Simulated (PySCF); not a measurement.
PySCF input file for F3Ge, SMILES [F][Ge]([F])[F] (connectivity only; charge and spin as stated), charge +1, multiplicity 1, B3LYP/pcSseg-2. Coordinates come from a B3LYP-D3(BJ)/def2-SVP optimisation. The multiplicity is an assumed one; other spin states were not compared. The isomer is the one that the SMILES or the coordinates give; other isomers of the formula were not compared.

```python
import numpy as np
from pyscf import gto, scf, dft
from pyscf.prop.nmr import rks as nmr

mol = gto.M(
    atom='''
    F     1.66867696    0.00000000    0.00000000
    Ge    0.00000000   -0.00000000    0.00000000
    F    -0.83433848    1.44511664    0.00000000
    F    -0.83433848   -1.44511663    0.00000000
    ''',
    basis='pcSseg-2',
    charge=1,
    spin=0,
    max_memory=1600,
    verbose=3,
)
mf = dft.RKS(mol, xc='b3lyp').density_fit(auxbasis='def2-universal-jkfit')
mf.grids.level = 3
mf.conv_tol = 1e-10
mf.max_cycle = 100
mf.kernel()
n = nmr.NMR(mf)
n.verbose = 2
n.max_cycle_cphf = 60
sigma = n.kernel()
print('atom   isotropic/ppm   span/ppm')
for i, s in enumerate(sigma):
    w = np.linalg.eigvalsh((s + s.T) / 2)
    print(f'{mol.atom_symbol(i):2s}{i + 1:3d} {w.mean():14.3f} {w[2] - w[0]:11.3f}')
```

Log of the run:

```
converged SCF energy = -2376.46123173598
atom   isotropic/ppm   span/ppm
F   1        227.989     318.116
Ge  2       1445.075     394.493
F   3        227.990     318.116
F   4        227.990     318.116
```

Self-consistency was reached.
